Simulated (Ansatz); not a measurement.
Ansatz (a program for electronic structure) input (PBE/def2-TZVP):

Ansatz 0.2 input:
```yaml
crystal:
  periodic: [false, false, false]
  atoms:
    - {symbol: V, position_ang: [-0.00000000, -0.00000000, -0.50250505]}
    - {symbol: F, position_ang: [0.00000000, 0.00000000, 1.28417956]}
basis:
  gaussian:
    orbitals: def2-TZVP
hamiltonian:
  xc: {name: PBE}
magnetization: {spin_polarized: true, initial_magnetization: 4}
relax: {f_tol: 0.003, max_steps: 100}
```

End of the output:

```
these checks for a lower state are left out or cut short: starts, cluster_reference, orbital_swaps, neighbouring_geometries, increment
integrals: 0.02 GiB planned
590 factors; their error is unknown
mean field: 0.19 GiB planned
mean field -28396.63158876 eV, -1043.5569629586 hartree, gradient 9.4e-6 eV, S^2 6.009747; 0 other end points of the search recorded, 0 dependent functions left out
the calculation of the forces begins
reference -28396.63163623 eV, -1043.5569647031 hartree; 18, 14 occupied and 58, 62 virtual orbitals, 590 factors
relax step   2: F+E_penalty+E_count = -28396.63158876 eV  Δ(F+E_penalty+E_count) = -1.122e-3 eV  max|allowed force component| = 1.344e-1 eV/Å  Δτ_max = 0.0028 Å  (38 SCF iters, accepted)
these checks for a lower state are left out or cut short: starts, cluster_reference, orbital_swaps, neighbouring_geometries, increment
integrals: 0.02 GiB planned
590 factors; their error is unknown
mean field: 0.19 GiB planned
mean field -28396.63198664 eV, -1043.5569775804 hartree, gradient 9.4e-6 eV, S^2 6.009636; 0 other end points of the search recorded, 0 dependent functions left out
the calculation of the forces begins
reference -28396.63203406 eV, -1043.5569793232 hartree; 18, 14 occupied and 58, 62 virtual orbitals, 590 factors
relax step   3: F+E_penalty+E_count = -28396.63198664 eV  Δ(F+E_penalty+E_count) = -3.979e-4 eV  max|allowed force component| = 2.976e-3 eV/Å  Δτ_max = 0.0030 Å  (38 SCF iters, accepted)
integrals: 0.02 GiB planned
590 factors; their error is unknown
mean field: 0.19 GiB planned
mean field evaluation 160: about -28396.6320 eV, gradient 1.0e-1 eV
mean field evaluation 192: about -28395.2627 eV, gradient 1.3e1 eV
mean field evaluation 224: about -28396.0767 eV, gradient 7.1e0 eV
mean field evaluation 256: about -28394.1053 eV, gradient 1.1e1 eV
mean field -28396.63198664 eV, -1043.5569775804 hartree, gradient 1.5e-5 eV, S^2 6.009636; 11 other end points of the search recorded, 0 dependent functions left out
the calculation of the forces begins
reference -28396.63203406 eV, -1043.5569793232 hartree; 18, 14 occupied and 58, 62 virtual orbitals, 590 factors
Total energy: -28396.63203406 eV, -1043.5569793232 hartree
Atom 0 at     0.000000     0.000000    -0.496656 Å, force     0.000000    -0.000000    -0.002976 eV/Å
Atom 1 at    -0.000000    -0.000000     1.278331 Å, force    -0.000000     0.000000     0.002976 eV/Å
Dipole moment:    -0.000000    -0.000000    -0.682041 e Å
```

The spin state was set by rule; other spins were not relaxed.
